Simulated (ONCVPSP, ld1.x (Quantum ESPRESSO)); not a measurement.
# Hardness and transferability of assorted potentials

Generated with ld1.x 7.5 (TM, RRKJ, ultrasoft, PAW), atompaw 4.2 or ONCVPSP 4.0.1. The cutoff is in Ry: for ld1.x and atompaw files where the sum of valence levels is converged to 10 mRy in a Bessel basis, for ONCV files where the hardest occupied wave has 1 mHa per electron of residual kinetic energy. The error is the largest all-electron minus pseudo excitation energy over each file’s own four to seven test configurations (ionisations up to +4, promotions, holes and added fractions of an electron), all of which were solved. The labels leave out finer settings (local radius, basis sizes, second energies), which also bear on the numbers. Spin-polarised tests are not counted. The rows are a selection from randomly drawn settings: files with unsolved tests, undetermined cutoffs or missed reference levels are left out.

A true bound ghost makes a file unfit for plane-wave use even where its test errors are small: the radial tests pick states by their node count and pass the ghost by.

```csv
element,potential,cutoff (Ry),largest error (meV),bound ghosts
O,"ONCV, PBE, scalar-relativistic, rc 0.40/1.55/1.45 (spd), local smoothed, core correction no, reference 1s2 2s1 2p5, qcut 25.6/9/7, projectors 2/2/3",663,+2199,none
O,"ONCV, LDA (Perdew-Zunger), scalar-relativistic, rc 0.85/1.70 (sp), local smoothed, core correction yes, reference 2s2 2p3, qcut 7.2/9.2, projectors 2/2",287,+803,none
Cu,"ONCV, LDA (Perdew-Wang 92), fully relativistic, rc 0.70/1.20/0.75 (spd), local smoothed, core correction no, reference 3s2 3p6 3d10 4p1, qcut 9.2/13.6/13.9, projectors 2/2/2",802,-10,none
Zn,"ONCV, PBEsol, scalar-relativistic, rc 2.00/2.15/1.35 (spd), local smoothed, core correction yes, reference 3d10 4s0.5, qcut 3.9/4.1/13.5, projectors 3/2/2",137,+3.5,none
Tc,"ONCV, Wu-Cohen, scalar-relativistic, rc 2.05/2.00/2.00 (spd), local smoothed, core correction no, reference 4s2 4p6 4d5 5s2, qcut 6.1/5.5/6.4, projectors 2/1/1",35,-12,none
Tc,"ONCV, PBE, scalar-relativistic, rc 2.80/2.80/2.20 (spd), local smoothed, core correction yes, reference 4d5 5s1.75 5p0.25, qcut 2.2/2.5/8.7, projectors 1/2/1",39,+53,none
Lu,"ONCV, PW91, scalar-relativistic, rc 2.00/1.35/1.05/0.90 (spdf), local f, core correction yes, reference 4d10 4f14 5s2 5p6 5d1 6s1.5, qcut 7.7/6.8/14.2/23, projectors 2/2/2/0",391,+9.9,"s, p"
Lu,"ONCV, Wu-Cohen, non-relativistic, rc 1.90/1.90/2.85/1.20 (spdf), local smoothed, core correction yes, reference 4f14 5s2 5p6 5d1, qcut 8.2/8.2/6.3/12.4, projectors 2/2/2/2",161,+4.3,"s, d"
```

Task: Fill in the row for Au: TM, LDA (PZ), scalar-relativistic, rc 2.40/2.40/1.60 (spd), local smoothed, core correction no, reference 5d10 6s1 6p0.

Result: cutoff 45 Ry, largest error -36 meV, bound ghosts: s.
